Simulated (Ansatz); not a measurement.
Computed with Ansatz on PBE0-D4/def2-TZVP structures; ΔE is electronic, products minus reactants. CCSD(T)/CBS is the MP2 limit (def2-TZVPP, def2-QZVPP) plus CCSD(T) − MP2 in def2-TZVPP, frozen cores. Functionals use def2-TZVPP. B3LYP here is the variant with VWN-RPA as its local correlation; programs differ in this. For Zn outer-core shells are correlated without core-valence functions, which leaves a few kJ/mol of doubt a bond. Scalar relativity is left out up to krypton. Each species was taken in one conformer, which may not be the lowest.

Reaction (redistribution): `CC[CH2][AlH][F]` + `F[CH]([SiH3])[ZnH]` → `[F][AlH][CH](F)[SiH3]` + `CC[CH2][ZnH]`

| level | ΔE (kJ/mol) | difference from CCSD(T)/CBS |
| --- | --- | --- |
| PBE-D4 | 6.0 | -0.5 |
| r2SCAN-D4 | 6.7 | 0.2 |
| PBE0-D4 | 7.0 | 0.5 |
| B3LYP-D4 | 6.0 | -0.5 |
| ωB97X-V | 7.1 | 0.6 |
| ωB97M-V | 6.9 | 0.4 |
| B2PLYP | 6.9 | 0.4 |
| PBE | 7.4 | 0.9 |
| PBE0 | 8.2 | 1.7 |
| B3LYP | 8.2 | 1.7 |
| CCSD(T)/def2-TZVPP | 5.6 | -0.9 |
| HF/def2-QZVPP | 11.4 | 4.9 |
| MP2/def2-QZVPP | 4.9 | -1.6 |
| SCS-MP2/def2-QZVPP | 5.9 | -0.6 |
| HF/CBS(def2) | 11.5 | 5.0 |
| CCSD/CBS(def2) | 7.3 | 0.8 |
| CCSD(T)/CBS | 6.5 | 0 |

Largest T1 diagnostic among the species: 0.015.

In def2-TZVPP, CCSD(T) changes the Hartree–Fock value by −5.7 kJ/mol (the triples alone add −0.8 kJ/mol) and MP2 by −6.9 kJ/mol.
